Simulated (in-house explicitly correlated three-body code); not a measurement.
Computed with an exponentially correlated three-body code. Model: two electrons around a point charge, non-relativistic, variational in 260 exponentially correlated functions (energies converged to about 1e-7 hartree, or 1e-8 relative for large Z).

Command:
```bash
python run_hyl.py task.json out
```
Settings (lengths in bohr, energies in hartree):
```
Z                      2
nuclear_mass           1.4
interaction_strength   1
functions              260
states_tried           13
```

Run time, properties included: 38 s on 1 thread of AMD EPYC 7R13 Processor (Zen 3) (shared host).

**Those bound S and P states to n = 4 that converged, binding against the one-electron ion.**

Given: nuclear charge 2; mass of the centre 1.4 electron masses.

Computed: one-electron threshold -1.16666667 hartree.

| term | energy (hartree) | binding (eV) |
| --- | --- | --- |
| 1 1S | -1.70197673 | 14.567 |
| 2 3P | ? | ? |
| 2 3S | -1.27312286 | 2.8968 |
| 2 1S | -1.26567915 | 2.6943 |
| 2 1P | -1.24125149 | 2.0296 |
| 3 3S | -1.21081958 | 1.2015 |
| 3 1S | ? | ? |
| 4 3S | -1.19073568 | 0.65495 |
| 4 1S | -1.18990197 | 0.63226 |

(1) What belongs in the row 2 3P?

(2) What belongs in the row 3 1S?

**Converged states only, values per electron or pair.**

```csv
term,mean r (bohr),mean r squared (bohr²),mean inverse r (1/bohr),mean r12 (bohr),mean inverse r12 (1/bohr),mean cosine,mean p1 dot p2 (bohr⁻²),delta r1 (bohr⁻³),delta r12 (bohr⁻³)
1 1S,1.5592,3.3361,1.0006,2.2084,0.59845,0.080674,-0.081768,0.37131,0.022037
2 3P,3.0258,15.112,0.7106,4.9545,0.25087,-0.0068249,-0.15432,0.24337,-
2 3S,4.2295,30.955,0.67715,7.2407,0.16235,0.047344,-0.015409,0.26333,-
2 1S,4.4659,35.255,0.67675,7.7245,0.17562,0.026391,-0.051824,0.26221,0.0028416
2 1P,?,?,?,?,?,?,?,?,?
3 3S,9.1684,166.11,0.62421,17.075,0.075194,0.023078,-0.01366,0.2556,-
3 1S,9.5767,182.32,0.62389,17.894,0.078023,0.017422,-0.022634,0.25539,0.00079769
4 3S,?,?,?,?,?,?,?,?,-
4 1S,16.803,588.51,0.60594,32.333,0.043936,0.011359,-0.012748,0.25379,0.00032862
```

(3) What belongs in the row 2 1P?

(4) What belongs in the row 4 3S?

Results:

(1) energy (hartree): -1.29576382; binding (eV): 3.5129.

(2) energy (hartree): -1.20877251; binding (eV): 1.1458.

(3) mean r (bohr): 5.0722; mean r squared (bohr²): 46.754; mean inverse r (1/bohr): 0.65412; mean r12 (bohr): 8.9017; mean inverse r12 (1/bohr): 0.134; mean cosine: 0.038229; mean p1 dot p2 (bohr⁻²): -0.021044; delta r1 (bohr⁻³): 0.25586; delta r12 (bohr⁻³): 2.4368e-05.

(4) mean r (bohr): 16.245; mean r squared (bohr²): 548.75; mean inverse r (1/bohr): 0.60609; mean r12 (bohr): 31.216; mean inverse r12 (1/bohr): 0.042901; mean cosine: 0.013689; mean p1 dot p2 (bohr⁻²): -0.009232; delta r1 (bohr⁻³): 0.25389.
